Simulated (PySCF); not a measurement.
ClHOSn, SMILES [OH][Sn][Cl] (connectivity only; charge and spin as stated), neutral, multiplicity 1.

Geometry optimised at PBE-D3(BJ)/def2-TZVP. The def2 effective core potentials stand for the cores of Sn; spin–orbit coupling is left out. Other conformers were not sampled.

Computed with PBE0/def2-TZVPD (PySCF).

Symmetry labels are those of the subgroup Cs that the program uses (full group Cs).

Computed valence orbital energies around the gap with their symmetry:
```csv
orbital,symmetry,energy (eV)
HOMO−7,A',-22.03
HOMO−6,A',-14.22
HOMO−5,A',-12.14
HOMO−4,A',-9.68
HOMO−3,A",-9.37
HOMO−2,A',-8.86
HOMO−1,A",-8.80
HOMO,A',-8.05
LUMO,A",-2.70
LUMO+1,A',-0.86
LUMO+2,A',-0.38
LUMO+3,A',0.30
```
